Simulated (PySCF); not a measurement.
Isomers of C3H8O2Si. Theory: PySCF 2.14.0, PBE0-D3(BJ)/def2-SVP geometry optimisation, gas phase. Energies are electronic, without zero-point or thermal terms, for one conformer each. No frequencies were run at this level. Point groups hold within 0.08 Å.

Task: Order them by energy at this level, lowest first, and give relative energies in kcal/mol.
A. `[CH3:1][C:2](=[O:3])[CH2:4][SiH2:5][OH:6]` with C1–C2–C4–Si5 126°, C2–C4–Si5–O6 52°, C4–Si5–O6–H -26°
B. `[OH:1][CH2:2]/[CH:3]=[CH:4]\[O:5][SiH3:6]` with H–O1–C2–C3 57°, O1–C2–C3–C4 -126°, C3–C4–O5–Si6 177°
C. `[CH3:1][O:2][C:3](=[O:4])[CH2:5][SiH3:6]` with C1–O2–C3–O4 0°, O2–C3–C5–Si6 75°
D. `[CH2:1]=[CH:2][O:3][CH2:4][O:5][SiH3:6]` with C1–C2–O3–C4 170°, C2–O3–C4–O5 -74°, O3–C4–O5–Si6 -52°
E. `[CH2:1]=[CH:2][CH2:3][SiH:4]([OH:5])[OH:6]` with C1–C2–C3–Si4 94°, C2–C3–Si4–O5 -50°, C3–Si4–O5–H 37°, C3–Si4–O6–H -175°

Result: E (0.0), A (14.4), C (40.0), B (55.4), D (56.6).

As drawn, the lowest has an O–H bond and an Si–C bond, which the highest lacks. Neighbours under 2.5 kcal/mol apart (OC/C=C\O[SiH3] and C=COCO[SiH3]) can change places with a better method, another conformer or zero-point energy.

```csv
SMILES,E (Eh),E rel (kcal/mol),dipole (D),point group,"A, B, C (MHz)"
C=CC[SiH](O)O,-558.43687,0.0,0.57,C1,"4407, 1976, 1710"
CC(=O)C[SiH2]O,-558.41397,14.4,3.72,C1,"5346, 1854, 1521"
COC(=O)C[SiH3],-558.37320,40.0,1.70,C1,"5457, 1615, 1408"
OC/C=C\O[SiH3],-558.34861,55.4,2.74,C1,"9420, 1070, 1014"
C=COCO[SiH3],-558.34670,56.6,0.59,C1,"5444, 1635, 1397"
```

Task: As an exercise, what shares would exp(−E/RT) give at 2000 K from these electronic energies alone (no entropy, no degeneracies)?

Result: RT = 3.974 kcal/mol: C=CC[SiH](O)O 97.4 %, CC(=O)C[SiH2]O 2.6 %, COC(=O)C[SiH3] under 0.1 %, OC/C=C\O[SiH3] under 0.1 %, C=COCO[SiH3] under 0.1 %.
